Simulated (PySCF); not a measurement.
Identify the unknown among the candidates.

All candidates are C6H10O.

| technique | computed result |
| --- | --- |
| Rotational structure | rotational constants A, B, C: 4.822, 2.422, 1.725 GHz [PBE0-D3(BJ)/def2-SVP] |
| UV, first state | lowest singlet excitation: 5.89 eV (210 nm, f = 0.013) [TDDFT CAM-B3LYP/def2-SVPD] |
| UV, strongest line | among the 6 lowest singlet transitions: S2 at 6.46 eV (192 nm, f = 0.145) [TDDFT CAM-B3LYP/def2-SVPD] |
| Polarisability | 74.1 au [CAM-B3LYP/def2-SVPD] |
| Dipole | 0.99 D [CAM-B3LYP/def2-SVPD] |

The electronic properties come from PySCF, for the isolated species, density fitting. Levels stand in brackets. Isolated species at its PBE0-D3(BJ)/def2-SVP geometry (one conformer only).

Problem. Which candidate is it?
A. `CC1=CCCCO1`
B. `C=C=C[C@H](C)OC`
C. `C=CCCC(C)=O`

Solution. A. It is `CC1=CCCCO1`. Numbering: `[CH3:1][C:2]1=[CH:3][CH2:4][CH2:5][CH2:6][O:7]1`. Its formula, C6H10O, gives 2 degrees of unsaturation: 1 ring and 1 π bond in the structure found. The optimised geometry has point group C1 and is an asymmetric top.

The others, at the same levels:
- `C=C=C[C@H](C)OC` fails: its computed strongest line among the 6 lowest singlet transitions is S4 at 7.25 eV (171 nm, f = 0.069) (against S2 at 6.46 eV), static isotropic polarisability is 82.4 au (against 74.1 au) and rotational constant A is 3.785 GHz (against 4.822 GHz).
- `C=CCCC(C)=O` fails: its computed lowest singlet excitation is 4.53 eV (274 nm, f = 0.000) (against 5.89 eV), strongest line among the 6 lowest singlet transitions is S5 at 7.40 eV (168 nm, f = 0.462) (against S2 at 6.46 eV) and static isotropic polarisability is 77.2 au (against 74.1 au).

Each candidate is one conformer, not necessarily the lowest. The conformers computed, where there is a choice (atom-mapped SMILES and torsion angles):
- `[CH2:1]=[C:2]=[CH:3][C@H:4]([CH3:5])[O:6][CH3:7]`: C2–C3–C4–C5 -117°, C3–C4–O6–C7 -69°
- `[CH2:1]=[CH:2][CH2:3][CH2:4][C:5]([CH3:6])=[O:7]`: C1–C2–C3–C4 -118°, C2–C3–C4–C5 -179°, C3–C4–C5–C6 -177°

The conformers of `CC1=CCCCO1` aren't listed.
